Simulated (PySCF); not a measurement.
Electron correlation in As⁺ (arsenic, charge +1)

[Ar] 3d10 4s1 4p2 4d1, one real determinant (an excited configuration). All numbers are calculated (PySCF 2.14, scalar relativity through the core potential, in aug-cc-pVDZ-PP with ECP10MDF). Frozen: 3s2 3p6 3d10; 4 electrons correlated.

MP2 pair energies summed by pair of shells (mhartree):

```
 pair  energy  share (%)
4p-4p   -4.18       35.9
4p-4d   -3.96       34.0
4s-4p   -2.54       21.8
4s-4d   -0.96        8.3
```

Total MP2 correlation energy: -11.64 mhartree.

Same-spin part -11.64 and opposite-spin part 0.00 mhartree; SCS-MP2 scales them by 1/3 and 6/5 to -3.88 mhartree.

The reference is one real determinant that mixes LS terms of this configuration.
